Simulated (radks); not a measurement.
Results of a calculation; reference values are marked as such.
All-electron atom: Co I in [Ar] 3d7 4s2. Level of theory: scalar-relativistic Kohn-Sham, XLYP, spin-unpolarised, spherical densities, finite nucleus; Fermi nuclear charge, rms radius 3.7875 fm (a radial shooting solver on a logarithmic mesh with Libxc functionals).

Local quantities along the radius. ELF = 1/(1 + alpha^2) is the electron localisation function; alpha = (tau - tau_W)/tau_unif compares the Pauli kinetic energy density with that of the uniform gas. tau is taken from the large components.

r (bohr)    ELF    alpha
0.003193  1.000  0.01712
0.004192  1.000  0.01809
0.005502  1.000  0.01967
0.007222  1.000  0.02215
0.009479  0.999  0.02607
0.01244   0.999  0.03243
0.01646   0.998  0.04378
0.02161   0.996  0.06434
0.02836   0.989   0.1062
0.03723   0.961   0.2013
0.04887   0.840   0.4357
0.06414   0.516   0.9687
0.08419   0.287    1.575
0.1105    0.376    1.287
0.1451    0.670   0.7023
0.1904    0.816   0.4743
0.2499    0.747   0.5813
0.328     0.319    1.461
0.4306    0.204    1.975
0.5651    0.598   0.8195
0.7418    0.774   0.5398
0.9737    0.692   0.6676
1.288     0.394    1.240
1.691     0.190    2.062
2.22      0.248    1.742
2.913     0.496    1.008
3.824     0.696   0.6610
5.019     0.752   0.5741
6.588     0.675   0.6935
8.648     0.364    1.321

On this mesh the ELF has minima near r = 0.084, 0.38, 1.9 bohr, which separate the shells, and maxima near 0.19 (0.82), 0.74 (0.77), 5.0 (0.75).
